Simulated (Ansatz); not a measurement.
Geometry optimisation, RKS B3LYP-D4/def2-SVP in Ansatz.

Input file:

```yaml
crystal:
  periodic: [false, false, false]
  atoms:
    - { symbol: W, position_ang: [0.0, 0.0, 0.0] }
    - { symbol: H, position_ang: [0.0, 0.0, 1.72] }
    - { symbol: F, position_ang: [1.85, 0.0, 0.0] }
    - { symbol: F, position_ang: [0.0, 1.85, 0.0] }
    - { symbol: F, position_ang: [-1.85, 0.0, 0.0] }
    - { symbol: F, position_ang: [0.0, -1.85, 0.0] }
    - { symbol: H, position_ang: [0.0, 0.0, -1.72] }
basis:
  gaussian: { orbitals: def2-SVP }
hamiltonian:
  xc: b3lyp
  dispersion: d4
relax:
  f_tol: 0.02
  max_steps: 40
```

Run as:

```bash
$ ansatz run input.yaml --threads 1 --pin off --max-ram 2048MiB --backend cpu --events-out ev --progress --plain --runs-dir out
```

Task: Where does it end, and by what steps?

Result: The forces met the threshold. After 4 steps the energy has fallen by 0.175 eV; H2 moved furthest, 0.10 Å.

```csv
step,energy less start (eV),largest force component (eV/Å),accepted
0,0.0000,1.633,yes
1,-0.0821,0.969,yes
2,-0.1560,0.525,yes
3,-0.1747,0.067,yes
4,-0.1749,0.000,yes
```

```xyz
7
Properties=species:S:1:pos:R:3
W 0.000 0.000 0.000
H 0.000 0.000 1.821
F 1.833 0.000 0.000
F 0.000 1.833 0.000
F -1.833 0.000 0.000
F 0.000 -1.833 0.000
H 0.000 0.000 -1.821
```

Whether the end is a true minimum wasn't checked by a vibrational analysis.

Run time: 35 s on 1 thread of Arm Neoverse V1, with other jobs on the host, peak memory 0.21 GiB.
